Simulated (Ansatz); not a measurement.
Nb₂S₆: single points at one geometry.

```yaml
crystal:
  periodic: [false, false, false]
  atoms:
    - {symbol: Nb, position_ang: [0.614969, 0.782166, -2.225627]}
    - {symbol: Nb, position_ang: [-0.044693, -0.123216, 0.106223]}
    - {symbol: S, position_ang: [-0.524762, 0.126393, 2.558111]}
    - {symbol: S, position_ang: [-2.090651, -0.621531, 1.339486]}
    - {symbol: S, position_ang: [-1.378993, -0.294858, -2.057701]}
    - {symbol: S, position_ang: [0.470669, 2.189716, -0.375883]}
    - {symbol: S, position_ang: [1.897642, -0.881055, -1.357025]}
    - {symbol: S, position_ang: [1.055828, -1.177604, 2.012407]}
basis:
  gaussian: {orbitals: def2-SVP, initial_orbitals: start.molden}
correlation: {method: ccsd_t}
scf: {omitted_lower_state_checks: [starts]}
output: {orbitals: {seedname: orbitals}}
```

The file start.molden holds the orbitals of an earlier run on this structure, at another level or in another basis.

```sh
$ ansatz run in.yaml --threads 4 --pin off --events-out ev --progress --plain --max-ram 6963MiB
```

Output, abridged:

```
Functional definition: HF
1607 factors; integrals over basis functions are off by at most 9.2e-4 eV
mean field evaluation 1: about -67954.3426 eV, gradient 3.0e1 eV
mean field evaluation 2: about -67956.4425 eV, gradient 2.2e0 eV
mean field evaluation 4: about -67956.5660 eV, gradient 2.1e-1 eV
mean field evaluation 8: about -67956.5662 eV, gradient 3.6e-6 eV
mean field evaluation 16: about -67951.2481 eV, gradient 3.3e0 eV
mean field evaluation 32: about -67943.3768 eV, gradient 3.6e1 eV
mean field evaluation 64: about -67947.8247 eV, gradient 3.0e1 eV
mean field -67956.56621345 eV, -2497.3577457293 hartree, gradient 3.6e-6 eV, S^2 0.000000; 0 other end points of the search recorded, 0 dependent functions left out; unrestricted orbitals would lower it
30 core orbitals not correlated: weight in the atoms' cores, before any rotation towards them, 1.000 or more for the frozen orbitals, at most 0.000 for the correlated occupied ones
reference -67956.56621345 eV, -2497.3577457293 hartree; 31, 31 occupied and 109, 109 virtual orbitals, 1607 factors
second order -41.14032291 eV of doubles, -0.00000000 eV of singles
cycle   1  -36.26335009 eV  change     4.9e0 eV  update   4.5e-1
cycle   2  -39.13842836 eV  change    -2.9e0 eV  update   3.1e-1
cycle   3  -39.62207417 eV  change   -4.8e-1 eV  update   7.9e-2
cycle   4  -39.65234953 eV  change   -3.0e-2 eV  update   3.9e-2
cycle   5  -39.61186036 eV  change    4.0e-2 eV  update   1.6e-2
cycle   6  -39.61351488 eV  change   -1.7e-3 eV  update   8.0e-3
cycle   7  -39.61094961 eV  change    2.6e-3 eV  update   3.4e-3
cycle   8  -39.60988631 eV  change    1.1e-3 eV  update   1.9e-3
cycle   9  -39.61199185 eV  change   -2.1e-3 eV  update   9.3e-4
cycle  10  -39.61365545 eV  change   -1.7e-3 eV  update   5.5e-4
cycle  11  -39.61279417 eV  change    8.6e-4 eV  update   3.0e-4
cycle  12  -39.61220998 eV  change    5.8e-4 eV  update   1.9e-4
cycle  13  -39.61263521 eV  change   -4.3e-4 eV  update   9.2e-5
cycle  14  -39.61233983 eV  change    3.0e-4 eV  update   5.7e-5
cycle  15  -39.61241183 eV  change   -7.2e-5 eV  update   3.7e-5
cycle  16  -39.61251466 eV  change   -1.0e-4 eV  update   1.9e-5
cycle  17  -39.61247930 eV  change    3.5e-5 eV  update   1.2e-5
perturbative correction -2.75247697 eV, -0.1011516628 hartree
Total energy: -67998.93116972 eV, -2498.9146291562 hartree
Checks for a lower state left out: starts
```

It took 2 min on 4 threads of Arm Neoverse V1 on a shared host, peak host memory 1.8 GiB.

As the first input, with `hamiltonian: {xc: pbe, dispersion: d4}` and without the key `correlation` (abridged; 4.2 s):

```
Functional definition: PBE
mean field -68075.34025365 eV, -2501.7226111986 hartree, gradient 1.3e-5 eV, S^2 0.000000
Total energy: -68075.99320280 eV, -2501.7466066373 hartree
Checks for a lower state left out: starts
```

Geometry: PBE-D4/def2-SVP.

In the def2 sets Nb takes a core potential; there is no spin–orbit coupling. Correlated methods freeze 30 core orbitals; core or outer-core shells of Nb are correlated, in sets that lack core-valence functions. At CCSD(T)/def2-SVP the restricted singlet (for correlated methods, its reference) is unstable: a solution with broken spin symmetry lies lower. The restricted singlet is unstable towards broken spin symmetry in Hartree–Fock (as tested in another run); at PBE-D4/def2-SVP this wasn't settled. The structure comes from a short search, and lower isomers may exist.
